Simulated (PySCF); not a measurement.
A calculated (PBE, PySCF 2.14, dyall-av2z, no relativity, point nucleus) atom or ion has these occupied shells.

| shell | electrons | orbital energy (eV) | rms radius, mean of both spins (bohr) |
| --- | --- | --- | --- |
| 1s α | 1 | -3936.1 | 0.0897 |
| 1s β | 1 | -3936.1 | 0.0897 |
| 2s α | 1 | -418.79 | 0.399 |
| 2s β | 1 | -418.77 | 0.399 |
| 2p α | 3 | -342.59 | 0.365 |
| 2p β | 3 | -342.56 | 0.365 |
| 3s α | 1 | -54.734 | 1.25 |
| 3s β | 1 | -54.661 | 1.25 |
| 3p α | 3 | -36.059 | 1.37 |
| 3p β | 3 | -35.980 | 1.37 |
| 4p α | 1 | -7.026 | 4.58 |

**Question.** Name the element and its charge.

**Answer.** Ca⁺ (calcium, charge +1), in [Ar] 4p1, 2P determinant (an excited configuration).
